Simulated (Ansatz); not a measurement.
`C[N](C)[GeH3]` + `SS` → `S[S][GeH3]` + `CNC` at 298.15 K and 1 bar (ligand exchange at a Ge–N bond).

Gas-phase electronic energies from Ansatz, PBE0-D4/def2-TZVP geometries. CBS: MP2 limit from def2 TZ/QZ plus the TZ coupled-cluster correction, frozen cores. This one scheme is used for every species. For Ge outer-core shells are correlated without core-valence functions, which leaves a few kJ/mol of doubt a bond. Scalar relativity is left out up to krypton. Each species was taken in one conformer, which may not be the lowest.

| species | CCSD(T)/CBS energy (Eh) | H − E (kJ/mol) | S (J/(mol·K)) |
| --- | --- | --- | --- |
| `C[N](C)[GeH3]` | -2212.31524 | 296.4 | 337.1 |
| `SS` | -796.74576 | 60.1 | 251.3 |
| `S[S][GeH3]` | -2874.07545 | 108.4 | 328.4 |
| `CNC` | -135.00321 | 256.9 | 271.4 |

H − E and S are ideal-gas, rigid-rotor, harmonic terms from PBE0-D4/def2-TZVP, for one conformer and one mirror image of each species. 1 Eh = 2625.50 kJ/mol, R = 8.31446 J/(mol·K).

By hand: ΔE, ΔH, ΔS and ΔG.

ΔE = (-2874.07545) + (-135.00321) − (-2212.31524) − (-796.74576) = -0.01766 Eh = -46.4 kJ/mol. Δ(H − E) = 108.4 + 256.9 − 296.4 − 60.1 = 8.8, so ΔH = -37.6 kJ/mol. ΔS = 328.4 + 271.4 − 337.1 − 251.3 = 11.4 J/(mol·K). ΔG = -37.6 − 298.15 × (11.4)/1000 = -41.0 kJ/mol.

By hand: the equilibrium constant, and the temperature at which ΔG would vanish if ΔH and ΔS stayed fixed.

log₁₀ K = −ΔG/(RT ln 10) = 7.2. ΔH and −TΔS have one sign here, so there is no such temperature.

The number of gas molecules stays the same, so ΔS is small and ΔH decides. A doubt of 5 kJ/mol in ΔE shifts log₁₀ K by 0.9 here. Other conformers and mirror images would add mixing entropy, several J/(mol·K) or more a flexible species. These are equilibria of isolated gas molecules and say nothing of rates. Largest T1 diagnostic: 0.012 (customary marks: 0.02 for closed shells, 0.045 for open ones).

ΔS is within the doubt of such terms, so its sign, and with it that verdict, could turn.
